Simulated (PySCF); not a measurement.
Hf(Cl)2(OH) (Cl2HHfO), SMILES [OH][Hf]([Cl])[Cl] (connectivity only; charge and spin as stated), neutral, multiplicity 2. Atoms are numbered in the order given.

```xyz
5

Hf     0.0000     0.0000     0.1828
Cl     0.0000     2.0677    -0.9684
Cl     0.0000    -2.0677    -0.9684
O      0.0000     0.0000     2.0893
H      0.0000     0.0000     3.0487
```
Charge 0, spin multiplicity 2.

Geometry: B3LYP-D3(BJ)/def2-SVP. The spin state was assumed, not searched. The isomer is the one that the SMILES or the coordinates give; other isomers of the formula were not compared. The def2 effective core potentials stand for the cores of Hf; spin–orbit coupling is left out. The values are those of a single conformer.

Method: PySCF with PBE/def2-TZVPD.

Q: Estimate the frontier levels, dipole moment and polarisability. (Estimate from the structure and the level; the computed values follow.)

A: 
| Quantity | Result |
|---|---|
| α spin, highest occupied and lowest empty level | -4.67 and -2.81 eV |
| β spin, highest occupied and lowest empty level | -7.93 and -3.05 eV |
| dipole moment | 2.78 D |
| quadrupole, principal values (traceless, Buckingham form, about the centre of nuclear charge) | -9.55, 0.23, 9.31 D·Å |
| mean static polarisability | 85.2 bohr³ (12.63 Å³) |
| polarisability, principal values | 81.2, 82.5, 91.9 bohr³ |
| ⟨S²⟩ | 0.753 (pure state 0.75) |
